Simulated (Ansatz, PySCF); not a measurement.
Reaction (SMILES): [B]I + 2 [H][H] (H2) → B (BH3) + I (HI)
Structures are relaxed separately at B3LYP-D3(BJ)/def2-TZVP in Ansatz (an electronic-structure program). Unstable Hartree-Fock reference: [B]I.

Property: energy of full hydrogenation (electronic energy difference), in eV. Correlated levels leave the core frozen unless marked. Spin-orbit coupling is left out. Frozen are the shells of the preceding noble gas and the d and f shells that filled before the atom's block. Past Kr the def2 sets carry scalar-relativistic core potentials. Basis-set limits of correlation are two-point, X^-3; Hartree-Fock from the larger set.

```tsv
level	program	energy of full hydrogenation (eV)
HF-D4/def2-TZVPD	PySCF + dftd4	-2.81
PBE0/def2-SVP	Ansatz	-2.78
```

**Question.** What does CCSD(T)/CBS(def2-TZVPPD,def2-QZVPPD) (Ansatz) give?

**Answer.** -2.41 eV
